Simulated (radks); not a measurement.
The numbers below are computed, except where a source is named.
Charge is removed step by step from the 5d3/2 level of Ta3+, starting from [Xe] 4f14 5d(3/2: 2, 5/2: 0). Level of theory: Dirac Kohn-Sham, LDA (Slater exchange, Perdew-Wang correlation), spin-unpolarised, spherical densities, finite nucleus; Fermi nuclear charge, rms radius 5.3507 fm (a radial shooting solver on a logarithmic mesh with Libxc functionals).

removed (e)  E - E(0) (eV)  eigenvalue (eV)  E minus straight line (eV)
0                    0.000          -29.778                       0.000
0.25                 7.810          -32.714                      -1.131
0.5                 16.363          -35.719                      -1.519
0.75                25.675          -38.791                      -1.147
1                   35.763          -41.925                       0.000

Removing the whole electron costs 35.763 eV by Delta-SCF, against 29.778 eV from minus the eigenvalue at the starting occupation. Slater's transition state (half an electron removed) gives 35.719 eV. Integrating minus the eigenvalue over the occupation (Janak's theorem) gives 35.763 eV. The mean slope of the eigenvalue, de/dn, is 12.1 eV per electron. Ionisation energy of Ta3+ in the NIST Atomic Spectra Database: 35 eV (theoretical).

Beside tabulated values, note that spin-unpolarised runs miss the spin-polarisation part of the exchange energy of open shells.
